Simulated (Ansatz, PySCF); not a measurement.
H5O3SSiTa, SMILES [OH][Ta]([OH])(=[S])[O][SiH3], multiplicity 1. Atoms are numbered in the order given.

```xyz
11

Ta    -0.3473     0.0680     0.2028
S      0.2154     2.0432    -0.5440
O     -0.3090     0.0769     2.1059
H     -0.0974     0.7243     2.7882
O     -2.1018    -0.3598    -0.3992
H     -2.7682     0.0737    -0.9446
O      0.8974    -1.2082    -0.4660
Si     2.2073    -1.8392    -1.2991
H      3.1168    -2.5056    -0.3269
H      2.9257    -0.7394    -1.9992
H      1.7109    -2.8354    -2.2878
```

Geometry optimised at B3LYP-D3(BJ)/def2-SVP. The multiplicity is an assumed one; other spin states were not compared. The def2 effective core potentials stand for the cores of Ta; spin–orbit coupling is left out. The values are those of a single conformer.

Two levels are set side by side: PBE-D3(BJ)/def2-SVP (Ansatz, an electronic-structure program) and B3LYP-D3(BJ)/def2-SVP (Ansatz). Each level has its own optimised geometry; the coordinates shown are those of the second. Frequencies come from the Hessian of PySCF at each geometry. Differences are taken from unrounded values.

| quantity | B3LYP-D3(BJ) | PBE-D3(BJ) | PBE-D3(BJ) minus B3LYP-D3(BJ) |
|---|---|---|---|
| mean bond length (Å) | 1.597 | 1.606 | 0.009 |
| bond Ta1–S2 (Å) | 2.185 | 2.191 | 0.005 |
| bond Ta1–O3 (Å) | 1.904 | 1.910 | 0.007 |
| bond Ta1–O5 (Å) | 1.904 | 1.910 | 0.007 |
| bond Ta1–O7 (Å) | 1.904 | 1.909 | 0.005 |
| bond O7–Si8 (Å) | 1.676 | 1.688 | 0.012 |
| bond O3–H4 (Å) | 0.964 | 0.972 | 0.008 |
| bond O5–H6 (Å) | 0.964 | 0.972 | 0.008 |
| bond Si8–H9 (Å) | 1.489 | 1.502 | 0.013 |
| bond Si8–H10 (Å) | 1.489 | 1.502 | 0.014 |
| bond Si8–H11 (Å) | 1.489 | 1.502 | 0.013 |
| highest harmonic wavenumber (cm⁻¹) | 3892 | 3786 | -106 |
| mean harmonic wavenumber (cm⁻¹) | 923 | 894 | -29 |
| zero-point energy (kcal/mol) | 35.61 | 34.50 | -1.11 |

Exact exchange shortens and stiffens bonds; PBE has none. Differences between two approximate levels are no errors against the true value.
